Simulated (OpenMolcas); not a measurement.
Nd3+: moving or changing the point charges

Nd3+ among 8 point charges of -1 e arranged as a cube (Oh), 2.64 Å from the ion.

| Quantity | Value |
| --- | --- |
| Program | OpenMolcas 26.06 |
| Method | CASSCF |
| Basis | ANO-RCC-VDZP [7s6p4d2f1g] |
| Scalar Hamiltonian | DKH2, point nucleus |
| Active space | 3 electrons in 7 orbitals (4f) |
| State averaging | 2S+1 = 4 odd, 35 roots; 2S+1 = 2 odd, 89 roots kept (CI in the orbitals of an earlier block) |
| Spin-orbit coupling | RASSI with atomic mean-field integrals over the reference wave functions |

Runs around this geometry, states (labels of O, the rotations of Oh). Energies in cm-1 above the lowest state or level, χT in cm3 K/mol.

```json
{"R (Å)": "2.64", "Ground state": "4A1", "First state of that spin": "4T1 15.3", "First gap with spin-orbit (degeneracies)": "38.5 (4, 4)", "Width of lowest J": "96", "χT at 300 K": "1.698"}
{"R (Å)": "2.75", "Ground state": "4A1", "First state of that spin": "4T1 12.5", "First gap with spin-orbit (degeneracies)": "32.3 (4, 4)", "Width of lowest J": "78", "χT at 300 K": "1.700"}
{"R (Å)": "3.07", "Ground state": "4A1", "First state of that spin": "4T1 7.6", "First gap with spin-orbit (degeneracies)": "19.9 (4, 4)", "Width of lowest J": "47", "χT at 300 K": "1.702"}
```

Taking the width of the lowest J multiplet as R^-n, n = -ln(47 / 96) / ln(3.07 / 2.64) = 4.7 between the shortest and longest distance.

High states are left out of the spin-orbit mixing, which shifts the levels that they would mix with. Point charges carry no covalency, so the field is a model and not that of real ligands. No measured value stands beside these numbers.
